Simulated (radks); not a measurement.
Values are calculated unless marked as measured or tabulated.
Q: Bi II, configuration [Hg] 5f2 (not the ground configuration). Level of theory: Dirac Kohn-Sham, OLYP, spin-unpolarised, spherical densities, finite nucleus; open shells fill j = l - 1/2 first; Fermi nuclear charge, rms radius 5.5211 fm (a radial shooting solver on a logarithmic mesh with Libxc functionals). Some entries of the table are withheld. Estimate them.

orbital  occ.  eigenvalue (hartree)  <r> (bohr)
1s1/2       2             -3324.405         (1)
2s1/2       2             -597.6514     0.06579
2p1/2       2             -574.5521     0.05389
2p3/2       4             -489.3361     0.06292
3s1/2       2             -144.7990      0.1710
3p1/2       2             -134.2975      0.1615
3p3/2       4             -115.2109      0.1780
3d3/2       4             -97.91590      0.1544
3d5/2       6             -93.86345      0.1594
4s1/2       2             -33.74330      0.3769
4p1/2       2                   (2)      0.3776
4p3/2       4                   (3)      0.4123
4d3/2       4                   (4)      0.4157
4d5/2       6                   (5)      0.4268
5s1/2       2              -6.43647      0.8312
4f5/2       6              -6.39583      0.4372
4f7/2       8              -6.19294      0.4433
5p1/2       2              -4.84523      0.8842
5p3/2       4              -3.93528      0.9731
5d3/2       4              -1.70481         (6)
5d5/2       6              -1.59164         (7)
6s1/2       2              -1.08188       2.024
5f5/2       2              -0.10791       6.160
5f7/2       0              -0.10763       6.187

A: 
(1) 1s1/2 <r> (bohr): 0.01580
(2) 4p1/2 eigenvalue (hartree): -29.16490
(3) 4p3/2 eigenvalue (hartree): -24.45452
(4) 4d3/2 eigenvalue (hartree): -16.98433
(5) 4d5/2 eigenvalue (hartree): -16.10361
(6) 5d3/2 <r> (bohr): 1.193
(7) 5d5/2 <r> (bohr): 1.232
